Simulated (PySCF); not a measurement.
B2F4, SMILES FB(F)B(F)F.

The structure is a stationary point at PBE0-D3(BJ)/def2-SVP. Other conformers were not sampled.

Computed with PBE0-D3(BJ)/def2-SVP (PySCF).

Frequencies are harmonic and unscaled.

A small imaginary wavenumber (i) marks a very flat motion, where grid noise or a shallow saddle decides the sign.

| mode | ν (cm⁻¹) | IR (km/mol) | Raman (Å⁴/amu) | depolarisation | moving atoms (share of kinetic energy) |
|---|---|---|---|---|---|
| 1 | 7i | 0.0 | 0.3 | 0.75 | F 100 % |
| 2 | 167 | 5.2 | 0.1 | 0.75 | F 85 %, B 15 % |
| 3 | 168 | 5.4 | 0.1 | 0.75 | F 85 %, B 15 % |
| 4 | 322 | 0.0 | 1.1 | 0.33 | F 96 % |
| 5 | 543 | 51.2 | 0.4 | 0.75 | F 79 %, B 21 % |
| 6 | 635 | 37.5 | 0.3 | 0.75 | B 83 %, F 17 % |
| 7 | 637 | 37.1 | 0.3 | 0.75 | B 84 %, F 16 % |
| 8 | 680 | 0.0 | 4.6 | 0.01 | F 85 %, B 15 % |
| 9 | 1184 | 336.3 | 0.4 | 0.75 | B 57 %, F 43 % |
| 10 | 1417 | 274.3 | 1.1 | 0.75 | B 73 %, F 27 % |
| 11 | 1417 | 268.6 | 1.1 | 0.75 | B 73 %, F 27 % |
| 12 | 1439 | 0.0 | 0.3 | 0.04 | B 81 %, F 19 % |
